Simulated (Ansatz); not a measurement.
Compare A (`O[SiH2][SiH2]CF`) with its isomer B (`OC(F)([SiH3])[SiH3]`).

Computed with Ansatz on PBE0-D4/def2-TZVP structures; ΔE is electronic, products minus reactants. CCSD(T)/CBS adds triple-zeta CCSD(T) − MP2 to the extrapolated MP2 energy (def2 sets, frozen cores). DFT in def2-TZVPP. B3LYP here is the variant with VWN-RPA as its local correlation; programs differ in this. One conformer a species, not always the lowest.

A:

Z-matrix (Å, degrees):
```
Si
Si 1 2.351
O 1 1.655 2 112.0
H 1 1.490 2 109.3 3 123.8
H 1 1.485 2 109.8 3 -116.9
C 2 1.903 1 110.7 3 176.8
H 2 1.491 1 110.7 3 -62.0
H 2 1.491 1 111.0 3 58.0
H 3 0.958 1 117.5 2 65.4
F 6 1.392 2 110.2 1 53.8
H 6 1.095 2 111.5 1 173.8
H 6 1.095 2 111.0 1 -66.0
```

B:

```xyz
12

O     1.292    0.739   -0.911
C     0.316    0.474    0.039
F     0.215    1.581    0.917
Si   -1.418    0.263   -0.744
Si    0.932   -1.006    1.085
H     0.973    1.405   -1.532
H    -1.458   -1.013   -1.502
H    -2.477    0.275    0.295
H    -1.592    1.406   -1.685
H     2.243   -0.661    1.684
H    -0.075   -1.268    2.145
H     1.049   -2.197    0.208
```

(1) Which is lower in electronic energy at CCSD(T)/CBS, and by how much? (Best estimate.)

(2) Give E(B) − E(A) in kcal/mol with B2PLYP, B3LYP-D4, MP2/def2-TZVPP, PBE0-D4, CCSD/def2-TZVPP, B3LYP, PBE-D4. (Estimate.)

Largest T1 diagnostic: 0.013.

Results:

(1) Ansatz gave: A, by 37.5 kcal/mol.

(2) Computed: B2PLYP 37.4, B3LYP-D4 36.2, MP2/def2-TZVPP 37.7, PBE0-D4 37.2, CCSD/def2-TZVPP 37.7, B3LYP 37.4, PBE-D4 35.2. None reverses the order clearly.

From PBE to PBE0 (25 % exact exchange), in def2-TZVPP and without D4, E(B) − E(A) moves by +1.8 kcal/mol. The D4 term adds −1.2 kcal/mol with B3LYP and −0.6 kcal/mol with PBE0; it sums over pairs of atoms, weighted by their polarisabilities, and B3LYP, whose exchange is more repulsive, gets the larger term.
